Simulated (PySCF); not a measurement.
PbI₃, SMILES [I][Pb-]([I])[I], charge -1.

Geometry optimised at B3LYP-D3(BJ)/def2-SVPD. The isomer is the one that the SMILES or the coordinates give; other isomers of the formula were not compared. The def2 effective core potentials stand for the cores of I, Pb; spin–orbit coupling is left out.

Computed with PBE0/def2-SVPD run with PySCF.

Symmetry labels are those of the subgroup Cs that the program uses (full group C3v).

Computed valence orbital energies around the gap with their symmetry:
```tsv
orbital	symmetry	energy (eV)
HOMO−7	A'	-4.79
HOMO−6	A'	-4.17
HOMO−5	A'	-3.70
HOMO−4	A"	-3.70
HOMO−3	A"	-3.45
HOMO−2	A'	-3.45
HOMO−1	A"	-3.37
HOMO	A'	-3.18
LUMO	A'	1.33
LUMO+1	A"	2.05
LUMO+2	A'	2.05
LUMO+3	A'	3.09
```
